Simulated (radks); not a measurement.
Values are calculated unless marked as measured or tabulated.
Valence configurations of Ta+ (all share [Xe]). Code: a radial shooting solver on a logarithmic mesh with Libxc functionals. Model: Dirac Kohn-Sham, BLYP, spin-unpolarised, spherical densities, point nucleus; open shells fill j = l - 1/2 first. Energies are relative to 4f14 5d3 6s1; eigenvalues in eV.

valence,E (eV),e(4f5/2),e(4f7/2),e(5d3/2),e(6p1/2),e(6s1/2)
4f14 5d2 6s2,-0.545,-34.984,-33.000,-12.248,-,-12.375
4f14 5d3 6s1,0.000,-32.328,-30.346,-10.569,-,-11.510
4f14 5d3.5 6s0.5,0.560,-31.135,-29.154,-9.817,-,-11.110
4f14 5d3 6s0.5 6p0.5,2.238,-32.921,-30.939,-11.066,-7.357,-11.867
4f14 5d3 6p1,4.511,-33.503,-31.521,-11.550,-7.633,-
4f13 5d4 6s1,23.287,-40.822,-38.753,-11.864,-,-11.870
4f13 5d3 6s2,23.738,-43.692,-41.623,-13.717,-,-12.786
4f13 5d3 6s1 6p1,28.737,-44.883,-42.813,-14.725,-8.409,-13.477
4f13 5d2 6s2 6p1,30.512,-48.039,-45.967,-16.735,-9.025,-14.415
4f12 5d4 6s1 6p1,60.607,-54.079,-51.921,-16.185,-8.592,-13.830

NIST lists [Xe] 4f14 5d3 6s1 as the ground configuration; this level of theory puts 4f14 5d2 6s2 lower, by 0.545 eV. The energies are those of spherical spin-averaged densities, not of single terms.
